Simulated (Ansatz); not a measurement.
Computed with Ansatz on PBE0-D4/def2-TZVP structures; ΔE is electronic, products minus reactants. CBS: MP2 limit from def2 TZ/QZ plus the TZ coupled-cluster correction, frozen cores. Functionals use def2-TZVPP. B3LYP here is the variant with VWN-RPA as its local correlation; programs differ in this. Each species was taken in one conformer, which may not be the lowest.

Reaction (formal exchange of groups at a C–C bond): `O=CC(F)BF` + `C[SiH](S)Cl` → `C[Si](S)(Cl)C=O` + `FBCF`

```csv
level,ΔE (kJ/mol)
r2SCAN-D4,5.8
B2PLYP,3.9
r2SCAN,6.8
PBE0,6.8
B3LYP,4.4
CCSD/def2-TZVPP,5.1
MP2/CBS(def2),0.6
CCSD/CBS(def2),2.7
```

(1) What does CCSD(T)/CBS give? (Best estimate.)

Largest T1 diagnostic among the species: 0.015.

Answers

(1) The calculation gave: +1.5 kJ/mol. The listed levels differ from it by 4.3, 2.4, 5.3, 5.3, 2.9, 3.6, -0.9, 1.2 kJ/mol.

The D4 term adds −4.5 kJ/mol with B3LYP and −2.7 kJ/mol with PBE0; it sums over pairs of atoms, weighted by their polarisabilities, and B3LYP, whose exchange is more repulsive, gets the larger term. In def2-TZVPP, CCSD(T) changes the Hartree–Fock value by −8.1 kJ/mol (the triples alone add −1.2 kJ/mol) and MP2 by −8.9 kJ/mol.
